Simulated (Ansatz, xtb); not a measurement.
# Relative energy of two isomers of GeH8SiSn

Structure a: `[GeH3][SiH2][SnH3]`, a singlet. Structure b: `[SiH3][GeH2][SnH3]`, a singlet. Both are isolated molecules in the gas phase, relaxed with PBE-D3(BJ)/def2-SVP.

Task: Estimate which is lower in electronic energy at CCSD(T)/def2-SVP + ΔMP2/def2-TZVPP, and by roughly how much.

Result: The CCSD(T)/def2-SVP + ΔMP2/def2-TZVPP calculation puts structure b lower, by 18.4 kJ/mol.

The same difference at several levels:

| level | geometry | E(b) − E(a) (kJ/mol) | departure from the last row (kJ/mol) | job, with rough time for the two |
| --- | --- | --- | --- | --- |
| GFN2-xTB | GFN2-xTB | −31.7 | −13.3 | optimisation, 0.16 s |
| HF/STO-3G | GFN2-xTB | −8.5 | +9.8 | single point, 0.96 s |
| r2SCAN-D4/def2-SVP | GFN2-xTB | −18.4 | −0.1 | single point, 2.3 s |
| PBE-D3(BJ)/def2-SVP | PBE-D3(BJ)/def2-SVP | −13.5 | +4.9 | optimisation, 14 s |
| HF/def2-SVP | PBE-D3(BJ)/def2-SVP | −18.3 | +0.1 | part of the CCSD(T) run |
| MP2/def2-SVP | PBE-D3(BJ)/def2-SVP | −18.7 | −0.4 | part of the CCSD(T) run |
| CCSD(T)/def2-SVP | PBE-D3(BJ)/def2-SVP | −17.3 | +1.1 | single point |
| CCSD(T)/def2-SVP + ΔMP2/def2-TZVPP | PBE-D3(BJ)/def2-SVP | −18.4 |  | single point, 26 s |

As drawn, b has 1 Ge–Sn, 1 Si–H in place of 1 Si–Sn, 1 Ge–H.

None of the levels shown reverses the order. The largest departure from CCSD(T)/def2-SVP + ΔMP2/def2-TZVPP is that of GFN2-xTB, 13.3 kJ/mol. The last row adds to CCSD(T) the change of the MP2 difference between the two basis sets, here −1.1 kJ/mol.

With harmonic frequencies from PBE-D3(BJ)/def2-SVP (ideal gas, rigid rotor, one conformer each, 298.15 K, 1 atm): on the last row, ΔE + ΔZPE = −18.0 kJ/mol. A mode under 50 cm⁻¹ makes harmonic enthalpies and free energies unreliable, so none is given.

The correlated steps freeze 18 core orbitals; the filled d shell of Ge and Sn is correlated, in a basis made for valence electrons. Atoms past krypton carry core potentials in the def2 sets, other sets are all-electron and non-relativistic, and no spin–orbit term is included. Programs: Ansatz 0.2.0, xtb 6.7.1; the last row on 2 threads of Intel(R) Xeon(R) 6975P-C (Granite Rapids) on a shared host.
